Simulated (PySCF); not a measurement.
Breaking a bond: BrCl, singlet.

Levels of theory: UKS-PBE0 = PySCF with unrestricted PBE0/cc-pVTZ; UHF/cc-pVTZ (PySCF); RHF/cc-pVTZ (PySCF).

Magnitude of the dipole moment (D; its direction can reverse along the curve, and a method can change to another solution) and Mulliken charge of the fragment that holds Br1:

```csv
R / Å,μ UKS-PBE0,q UKS-PBE0,μ UHF,q UHF,μ RHF,q RHF
1.71,0.09,0.06,0.13,0.07,0.13,0.07
1.81,0.07,0.07,0.04,0.08,0.04,0.08
1.93,0.23,0.08,0.24,0.09,0.24,0.09
2.00,0.32,0.08,0.35,0.09,0.35,0.09
2.08,0.41,0.08,0.46,0.09,0.46,0.09
2.13,0.47,0.08,0.53,0.09,0.53,0.09
2.24,0.58,0.08,0.67,0.09,0.67,0.09
2.28,0.61,0.08,0.72,0.10,0.72,0.10
2.35,0.67,0.08,0.67,0.08,0.80,0.10
2.47,0.76,0.08,0.46,0.05,0.92,0.10
2.66,0.88,0.08,0.27,0.03,1.11,0.10
2.89,0.82,0.06,0.14,0.01,1.30,0.10
3.16,0.64,0.04,0.07,0.01,1.50,0.10
3.53,0.48,0.03,0.02,0.00,1.72,0.10
3.88,0.38,0.02,0.12,0.00,1.87,0.10
4.24,0.18,0.01,0.08,0.00,2.00,0.10
4.78,0.07,0.00,0.04,0.00,2.15,0.09
5.21,0.03,0.00,0.03,0.00,2.27,0.09
5.78,0.02,0.00,0.02,0.00,2.43,0.09
6.30,0.01,0.00,0.01,0.00,2.57,0.09
7.52,0.01,0.00,0.01,0.00,2.92,0.08
8.61,0.00,0.00,0.00,0.00,3.23,0.08
```

The unrestricted determinant behind UKS-PBE0 is spin-contaminated at 2.66 to 8.61 Å (<S²> up to 1.0, against 0.00 for a pure singlet). The unrestricted determinant behind UHF is spin-contaminated at 2.35 to 8.61 Å (<S²> up to 1.0, against 0.00 for a pure singlet). The restricted form behind RHF keeps the bonding electrons paired and can't separate into open-shell fragments.
